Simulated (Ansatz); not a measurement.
Compare A (`F[SiH]1CB1[SiH3]`) with its isomer B (`FB[SiH]1C[SiH2]1`).

Gas-phase electronic energies from Ansatz, PBE0-D4/def2-TZVP geometries. CBS: MP2 limit from def2 TZ/QZ plus the TZ coupled-cluster correction, frozen cores. DFT in def2-TZVPP. B3LYP here is the variant with VWN-RPA as its local correlation; programs differ in this. Each species was taken in one conformer, which may not be the lowest.

Task: Which is lower in electronic energy at CCSD(T)/CBS, and by how much? (An estimate is asked.)

Result: Computed: B, by 4.0 kcal/mol.

Task: Give E(B) − E(A) in kcal/mol with ωB97M-V, CCSD(T)/def2-TZVPP, B3LYP, B2PLYP, HF/def2-TZVPP, CCSD/def2-TZVPP, B3LYP-D4. (Best estimate.)

Result: Computed: ωB97M-V -4.2, CCSD(T)/def2-TZVPP -4.6, B3LYP -5.1, B2PLYP -4.5, HF/def2-TZVPP -7.5, CCSD/def2-TZVPP -5.1, B3LYP-D4 -5.5. None reverses the order clearly.

Largest T1 diagnostic: 0.015.

In def2-TZVPP, CCSD(T) changes the Hartree–Fock value by +2.9 kcal/mol (the triples alone add +0.5 kcal/mol) and MP2 by +4.3 kcal/mol.
